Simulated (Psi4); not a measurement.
This Psi4 input (wB97X-V/aug-pcseg-2) gives -673.07734 Eh with 188 basis functions.

```
memory 6899 MB

molecule {
0 1
O     1.36185604   -0.14860171   -0.35687594
S     0.16703457   -0.00768004    0.40478800
F    -0.63440715    1.23198408   -0.22845242
F    -0.87308190   -1.08624028   -0.17394763
}

set {
  basis aug-pcseg-2
  scf_type df
}

energy('wb97x-v')
print_variables()
```

Change:
```diff
- basis aug-pcseg-2
+ basis 6-31g
```

Q: What does the run give now?

A: -672.64002 Eh (wB97X-V/6-31G, 40 functions), a change of +437.32 mEh.
